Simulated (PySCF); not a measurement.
**TDDFT excited states: C10H8**

Compound: C10H8.
InChI=1S/C10H8/c1-8-6-7-9-4-2-3-5-10(8)9/h2-7H,1H2

Computed, not measured: TDDFT B3LYP/def2-SVPD, vertical, gas phase, core orbitals frozen in the response in PySCF 2.14.0, density-fitted response routines. Isolated species at its PBE0-D3(BJ)/def2-SVP geometry, gas phase.

```tsv
state	E (eV)	ν̃ (cm⁻¹)	f	symmetry	main configurations (H = HOMO, L = LUMO)
S1	3.40	27420	0.021	A′	H→L (91%)
S2	4.18	33690	0.106	A′	H-1→L (75%), H→L+1 (9%), H-2→L (8%)
S3	5.15	41540	0.319	A′	H→L+1 (78%)
S4	5.31	42850	0.174	A′	H-2→L (52%), H-1→L+1 (34%)
S5	5.51	44440	0.094	A′	H-1→L+1 (44%), H→L+3 (24%), H-2→L (24%)
S6	5.99	48320	0.0023	A″	H→L+2 (81%), H-4→L (16%)
S7	6.00	48400	0.0001	–	H-4→L (82%), H→L+2 (16%)
S8	6.34	51170	0.0037	A″	H→L+4 (83%), H-1→L+2 (13%)
S9	6.38	51470	0.063	A′	H-3→L (62%), H-1→L+3 (23%)
S10	6.42	51810	0.0019	–	H-1→L+2 (50%), H→L+5 (43%)
```

Triplets (Tamm–Dancoff): T1 2.50 eV, H→L (88%); T2 2.93 eV, H-1→L (86%); T3 4.00 eV, H→L+1 (89%); T4 4.25 eV, H-2→L (67%), H-1→L+1 (22%).

The lowest singlet lies at 3.40 eV (365 nm, ultraviolet) and is weak; its leading configuration is HOMO→LUMO (91%). The strongest level in the table is S3 at 5.15 eV (241 nm, f = 0.319). Löwdin shares by element: HOMO carbon 60% or more (atoms not listed hold the other 40%); LUMO carbon 60% or more (atoms not listed hold the other 40%). The oscillator strengths of these states sum to 0.785; summed over the whole spectrum of an exact calculation they would give the number of electrons, 68 (Thomas–Reiche–Kuhn). Orbital energies (eV): HOMO-3 -9.12, HOMO-2 -7.85, HOMO-1 -6.62, HOMO -6.15, LUMO -2.05, LUMO+1 -0.61, LUMO+2 0.62. The listed states span 3.02 eV, and the widest gap between neighbours is 0.97 eV (S2 to S3). No computed singlet lies in the visible range (380 to 750 nm); the lowest, at 365 nm, stands 0.14 eV above its violet end (3.26 eV); a Tamm–Dancoff triplet lies at 495 nm, without intensity as long as spin–orbit coupling is left out. The vertical ionisation energy (ΔSCF) is 7.97 eV, 1.55 eV above S10. Symmetry labels in Cs follow from the direction of the transition dipole and are given only for states with f of 0.002 or more. Only the lowest 10 singlets were computed, as vertical energies without vibronic structure.
